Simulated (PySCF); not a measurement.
CHO$_{2}$ (SMILES O=[C-]O), charge -1, singlet, geometry from GFN2-xTB; CASSCF(8,8)/cc-pVDZ run with PySCF.

Here is a job for PySCF.
```python
from pyscf import gto, scf, mcscf
import numpy

mol = gto.Mole()
mol.atom = '''
    O    -1.06017647   -0.42035133   -0.00039719
    C     0.00193940    0.63730099   -0.02155352
    O     1.13549551    0.10277181    0.01219052
    H    -0.61418871   -1.28316976    0.03497448
'''
mol.basis = 'cc-pvdz'
mol.charge = -1
mol.verbose = 4
mol.build()

mf = scf.RHF(mol)
mf.kernel()
mc = mcscf.CASSCF(mf, 8, 8)
mc.fix_spin_(ss=0.0)
mc.kernel()
occ = numpy.linalg.eigvalsh(mc.fcisolver.make_rdm1(mc.ci, mc.ncas, mc.nelecas))[::-1]
ss = mc.fcisolver.spin_square(mc.ci, mc.ncas, mc.nelecas)[0]
print('natural occupations', occ.round(4), ' <S^2>', round(ss, 4))
```

What the program printed (banner, timings and long lists left out):

```
PySCF version 2.14.0

[INPUT] verbose = 4
[INPUT] num. atoms = 4
[INPUT] num. electrons = 24
[INPUT] charge = -1
[INPUT] spin (= nelec alpha-beta = 2S) = 0
[INPUT] symmetry False subgroup None
[INPUT] Mole.unit = angstrom
[INPUT] Symbol           X                Y                Z      unit          X                Y                Z       unit  Magmom
[...]
nuclear repulsion = 60.0347626752987
number of shells = 18
number of NR pGTOs = 85
number of NR cGTOs = 47
basis = cc-pvdz
ecp = {}

******** <class 'pyscf.scf.hf.RHF'> ********
method = RHF
initial guess = minao
damping factor = 0
level_shift factor = 0
DIIS = <class 'pyscf.scf.diis.CDIIS'>
diis_start_cycle = 1
diis_space = 8
diis_damp = 0
SCF conv_tol = 1e-09
SCF conv_tol_grad = None
SCF max_cycles = 50
direct_scf = True
direct_scf_tol = 1e-13
Set gradient conv threshold to 3.16228e-05
Initial guess from minao.
init E= -188.07888449435
[...]
cycle= 1 E= -188.010329238156  delta_E= 0.0686  |g|= 0.766  |ddm|= 2.12
[...]
cycle= 2 E= -188.07883366062  delta_E= -0.0685  |g|= 0.529  |ddm|= 0.835
[...]
cycle= 3 E= -188.128909255791  delta_E= -0.0501  |g|= 0.0548  |ddm|= 0.317
[...]
cycle= 4 E= -188.130001729584  delta_E= -0.00109  |g|= 0.0284  |ddm|= 0.0776
[...]
cycle= 5 E= -188.13028419471  delta_E= -0.000282  |g|= 0.00859  |ddm|= 0.0395
[...]
cycle= 6 E= -188.130329331617  delta_E= -4.51e-05  |g|= 0.00298  |ddm|= 0.0161
[...]
cycle= 7 E= -188.130338000498  delta_E= -8.67e-06  |g|= 0.000999  |ddm|= 0.00845
[...]
cycle= 8 E= -188.130338813634  delta_E= -8.13e-07  |g|= 0.00034  |ddm|= 0.00243
[...]
cycle= 9 E= -188.130338900625  delta_E= -8.7e-08  |g|= 9.42e-05  |ddm|= 0.000816
[...]
cycle= 10 E= -188.130338907062  delta_E= -6.44e-09  |g|= 2.19e-05  |ddm|= 0.000241
[...]
cycle= 11 E= -188.130338907421  delta_E= -3.59e-10  |g|= 4.35e-06  |ddm|= 5.68e-05
[...]
Extra cycle  E= -188.130338907432  delta_E= -1.1e-11  |g|= 2.05e-06  |ddm|= 6.12e-06
converged SCF energy = -188.130338907432

******** <class 'pyscf.mcscf.mc1step.CASSCF'> ********
CAS (4e+4e, 8o), ncore = 8, nvir = 31
max_cycle_macro = 50
max_cycle_micro = 4
conv_tol = 1e-07
conv_tol_grad = None
orbital rotation max_stepsize = 0.02
orbital rotation threshold for CI restart = 0.01
augmented hessian ah_max_cycle = 30
augmented hessian ah_conv_tol = 1e-12
augmented hessian ah_linear dependence = 1e-14
augmented hessian ah_level shift = 1e-08
augmented hessian ah_start_tol = 2.5
augmented hessian ah_start_cycle = 3
[...]
CASCI E = -188.159459550722  S^2 = 0.0000000
[...]
macro iter  13 (  7 JK    2 micro), CASSCF E = -188.241970189572  dE = -8.99282700e-04  S^2 = 0.0000000
               |grad[o]|=0.00415  |grad[c]|=0.0109  |ddm|=0.00471  |maxRot[o]|=0.0697
macro iter  14 (  7 JK    2 micro), CASSCF E = -188.242961353300  dE = -9.91163728e-04  S^2 = 0.0000000
               |grad[o]|=0.00492  |grad[c]|=0.011  |ddm|=0.0048  |maxRot[o]|=0.0697
macro iter  15 (  7 JK    2 micro), CASSCF E = -188.244051209729  dE = -1.08985643e-03  S^2 = 0.0000000
               |grad[o]|=0.00549  |grad[c]|=0.00792  |ddm|=0.0045  |maxRot[o]|=0.0697
macro iter  16 (  7 JK    2 micro), CASSCF E = -188.245569485438  dE = -1.51827571e-03  S^2 = 0.0000000
               |grad[o]|=0.006  |grad[c]|=0.00592  |ddm|=0.00435  |maxRot[o]|=0.0691
macro iter  17 ( 21 JK    4 micro), CASSCF E = -188.256056888016  dE = -1.04874026e-02  S^2 = 0.0000000
               |grad[o]|=0.0073  |grad[c]|=0.047  |ddm|=0.0114  |maxRot[o]|=0.299
macro iter  18 ( 21 JK    4 micro), CASSCF E = -188.266707173093  dE = -1.06502851e-02  S^2 = 0.0000000
               |grad[o]|=0.0168  |grad[c]|=0.029  |ddm|=0.0132  |maxRot[o]|=0.301
macro iter  19 ( 19 JK    4 micro), CASSCF E = -188.266609808727  dE =  9.73643650e-05  S^2 = 0.0000000
               |grad[o]|=0.0108  |grad[c]|=0.00929  |ddm|=0.0055  |maxRot[o]|=0.0198
macro iter  20 ( 18 JK    4 micro), CASSCF E = -188.267295921782  dE = -6.86113055e-04  S^2 = 0.0000000
               |grad[o]|=0.00759  |grad[c]|=0.00232  |ddm|=0.00154  |maxRot[o]|=0.0539
macro iter  21 ( 14 JK    4 micro), CASSCF E = -188.267383630476  dE = -8.77086935e-05  S^2 = 0.0000000
               |grad[o]|=0.00273  |grad[c]|=0.000878  |ddm|=0.00126  |maxRot[o]|=0.0226
macro iter  22 ( 11 JK    3 micro), CASSCF E = -188.267389540167  dE = -5.90969117e-06  S^2 = 0.0000000
               |grad[o]|=0.000798  |grad[c]|=9.9e-05  |ddm|=0.000404  |maxRot[o]|=0.00657
macro iter  23 (  5 JK    1 micro), CASSCF E = -188.267389579684  dE = -3.95169479e-08  S^2 = 0.0000000
               |grad[o]|=8.34e-05  |grad[c]|=5.68e-05  |ddm|=4.21e-05  |maxRot[o]|=0.000543
1-step CASSCF converged in  23 macro (308 JK  68 micro) steps
CASSCF canonicalization
Density matrix diagonal elements [1.97854636 1.97663813 1.96878324 1.97549441 0.0169577  0.04107814
 0.02063394 0.02186809]
CASSCF energy = -188.267389579684
CASCI E = -188.267389579684  E(CI) = -20.9909151680385  S^2 = 0.0000000
natural occupations [1.9881 1.9772 1.9763 1.9611 0.0396 0.0233 0.0229 0.0115]  <S^2> 0.0
```
